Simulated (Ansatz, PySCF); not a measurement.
C2H3AlFNO2 (SMILES C[O][Al]([F])[N]=C=O), singlet, at a GFN2-xTB geometry (such geometries of metal compounds can be far from the true shape). Base run: CASSCF(4,6)/STO-3G run with PySCF.

PySCF was given this input:
```python
from pyscf import gto, scf, mcscf
import numpy

mol = gto.Mole()
mol.atom = '''
    Al   -0.410830   -0.510406    0.178708
    F    -1.107442   -1.305370    1.435108
    N     0.645130    0.869527    0.559194
    C     1.310896    1.751548    1.009024
    O     1.963283    2.613703    1.409721
    O    -0.697551   -0.996053   -1.351307
    C    -0.790897   -1.218600   -2.731824
    H    -0.367312   -2.195919   -2.972102
    H    -1.840532   -1.198528   -3.032392
    H    -0.246152   -0.447534   -3.279547
'''
mol.basis = 'sto-3g'
mol.charge = 0
mol.spin = 0
mol.verbose = 4
mol.build()

mf = scf.RHF(mol)
mf.kernel()
mc = mcscf.CASSCF(mf, 6, 4)
mc.fix_spin_(ss=0.0)
mc.kernel()
occ = numpy.linalg.eigvalsh(mc.fcisolver.make_rdm1(mc.ci, mc.ncas, mc.nelecas))[::-1]
ss = mc.fcisolver.spin_square(mc.ci, mc.ncas, mc.nelecas)[0]
print('natural occupations', occ.round(4), ' <S^2>', round(ss, 4))
```

Programs used: Ansatz (a first-principles code), PySCF; a row that names a program was run with it.

Each row names what was changed in the base input (with any setting that the change needs).

```
change                                                ΔE vs base (kcal/mol)                      natural occupations  <S^2> of the state
----------------------------------------------------  ---------------------  ---------------------------------------  ------------------
base                                                                  0.000            1.95 1.95 0.05 0.05 0.00 0.00                0.00
orbitals = fixed (CASCI)                                              10.42            1.96 1.96 0.04 0.04 0.00 0.00                0.00
correction = SC-NEVPT2                                               -147.1            1.95 1.95 0.05 0.05 0.00 0.00                0.00
conv_tol = 1e-5                                                       0.001            1.95 1.95 0.05 0.05 0.00 0.00                0.00
active space = 8 electrons, 6 orbitals                               -23.72            1.98 1.98 1.94 1.93 0.09 0.09                0.00
active space = 10 electrons, 8 orbitals                              -44.17  1.98 1.97 1.97 1.94 1.94 0.09 0.09 0.02                0.00
orbitals = fixed (CASCI); correction = SC-NEVPT2                     -147.5            1.96 1.96 0.04 0.04 0.00 0.00                0.00
code = ansatz; correction = SC-NEVPT2, all electrons                 -147.1                                        -                   -
active space = 8 electrons, 7 orbitals                               -25.75       1.98 1.98 1.95 1.94 0.07 0.06 0.02                0.00
start = MP2 natural orbitals                                          0.020            1.95 1.95 0.05 0.05 0.00 0.00                0.00
code = ansatz                                                         0.008                                        -                   -
```

Active orbitals are taken around the Fermi level unless the row says otherwise; CASSCF can end in different local minima, and two programs can end on different orbitals. State-averaged rows give the lowest state.
